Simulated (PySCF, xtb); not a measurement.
CH3FO3Si, SMILES O[Si@H](OC=O)F.

GFN2-xTB in xtb at its own geometry gives an orbital gap of 4.85 eV and a dipole moment of 1.60 D.

The structure is a stationary point at ωB97X-D3(BJ)/def2-SVP. The structure was generated by enumeration; whether it is a known compound was not checked. The values are those of a single conformer.

What does HF/def2-TZVP (PySCF) give? (The exact figures need the calculation; the answer reports its results.)

gap 16.71 eV (levels -13.27 and 3.45 eV), dipole 2.36 D.
